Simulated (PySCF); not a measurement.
**Mass spectrum arithmetic for Cu2**

Species: `[Cu][Cu]`.

Calculated for natural abundance.

Problem. Find the molar and monoisotopic masses of Cu2.

Solution. For Cu2, with standard atomic weights, 2 × 63.546 = 127.092 g/mol. From the most abundant isotopes (63Cu), 2 × 62.929597 = 125.8592 u.

Problem. Work out the cluster of the molecular ion M+•, one line a nominal mass.

Solution. 
```csv
nominal mass,m/z (centroid),relative intensity
126,125.8586,100.0
128,127.8568,89.1
130,129.8550,19.9
```

Lines under 0.1 % of the tallest are left out. One electron mass, 0.00055 u, is taken off. Abundances used (%; other tables differ somewhat): 63Cu 69.17, 65Cu 30.83.

Problem. What share of all molecules is the monoisotopic species?

Solution. 0.6917^2 = 47.84 %.

Problem. Which singly substituted isotopologues are there?

Solution. Intensity in % of the monoisotopic species:

```
isotope  mass shift (u)       m/z  intensity (%)
   65Cu        +1.99819  127.8568          89.14
```

Species under 0.02 % are left out.

Problem. What is the composition by mass?

Solution. Cu 100.00 %.

Problem. Count the protons, neutrons and electrons of the monoisotopic species, and give its exact less its nominal mass.

Solution. 58 protons, 68 neutrons and 58 electrons; 125.8592 − 126 = -0.1408 u.

Problem. Which m/z would the protonated and sodiated molecule have?

Solution. [M+H]+ 126.8665, [M+Na]+ 148.8484, for the monoisotopic species (arithmetic only; whether such ions form is another matter).
